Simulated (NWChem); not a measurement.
# Basis-set convergence for CCl2

```xyz
3

Cl     1.4167     0.0000    -0.1504
C      0.0000     0.0000     0.8523
Cl    -1.4167     0.0000    -0.1504
```
Charge 0, spin multiplicity 1.

Everything below was run with NWChem. Structure: optimised with B3LYP/def2-SVP, a minimum by its harmonic frequencies.

Quantity: LUMO energy at the level PBE.

The Pople sets run with spherical d functions. The structure started from a generated list of species.

Problem. In def2-QZVP the value is -4.48 eV. Among STO-3G, cc-pVDZ, def2-SVP, 6-31+G*, 6-311G**, 6-311++G**, pcseg-2, cc-pVTZ, def2-TZVP, which is the smallest basis within 0.1 eV of it?

Solution. 6-31+G*, with 62 functions against 197 and about 6 % of the time (also within reach: 6-311G**, 6-311++G**, pcseg-2, cc-pVTZ, def2-TZVP). def2-QZVP isn't the basis-set limit itself, and a small set can land close by cancellation.

```json
[
 {"basis": "STO-3G", "functions": "23", "LUMO energy (eV)": "-2.27"},
 {"basis": "cc-pVDZ", "functions": "50", "LUMO energy (eV)": "-4.25"},
 {"basis": "def2-SVP", "functions": "50", "LUMO energy (eV)": "-4.20"},
 {"basis": "6-31+G*", "functions": "62", "LUMO energy (eV)": "-4.51"},
 {"basis": "6-311G**", "functions": "70", "LUMO energy (eV)": "-4.49"},
 {"basis": "6-311++G**", "functions": "82", "LUMO energy (eV)": "-4.52"},
 {"basis": "pcseg-2", "functions": "98", "LUMO energy (eV)": "-4.47"},
 {"basis": "cc-pVTZ", "functions": "98", "LUMO energy (eV)": "-4.39"},
 {"basis": "def2-TZVP", "functions": "105", "LUMO energy (eV)": "-4.42"},
 {"basis": "def2-QZVP", "functions": "197", "LUMO energy (eV)": "-4.48"}
]
```
